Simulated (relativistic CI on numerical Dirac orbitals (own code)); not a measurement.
# P+: what numerical and physical settings do to a radial Dirac CI calculation

Reference input:

```
atom P  Z=15  charge=1  electrons=14
nucleus A=31  rms_radius_fm=3.1889
hamiltonian dirac-coulomb  breit=on  qed=on  c_scale=1
orbitals kli  potential=per-configuration
slater_scale 1
correlation none
mixing on
grid step=0.0125 r_max=51.4
scf mixing=0.4 start=green max_iterations=150 tolerance=2e-08 node_fill=0.05
configurations
  [Ne] 3s2 3p2
  [Ne] 3s 3p3
end
```

Computed lowest total energy -341.07638 Ha, first excitation 165.9 cm⁻¹, 20 SCF steps. Runs with settings changed; * marks those that are bad on purpose (the QED terms keep the true α when c is scaled):

| Changed | Outcome | Lowest level | ΔE (Ha) | First excitation (cm⁻¹) | SCF steps | Message |
| --- | --- | --- | --- | --- | --- | --- |
| end of the grid at 35.98 bohr | converged | 3s²3p² ³P0 | 5.68e-14 | 165.9 | 20 |  |
| nuclear radius 4.1456 fm, grid step 0.04, QED terms off | converged | 3s²3p² ³P0 | -0.0456 | 165.5 | 20 |  |
| Breit term off | converged | 3s²3p² ³P0 | -0.0698 | 174.5 | 20 |  |
| start potential bare | converged | 3s²3p² ³P0 | 3.51e-11 | 165.9 | 25 |  |
| speed of light × 0.2 * | converged | 3s²3p² ³P0 | -22.1 | 7644.6 | 20 |  |
| nuclear radius 3188.9 fm * | converged | 3s3p³ ⁵S°2 | 61.9 | 11769.2 | 20 |  |

With so few configurations and no correlation, terms lie too far apart (by 10 to 50 % near neutrality), their order can be wrong, and levels of other configurations are missing.
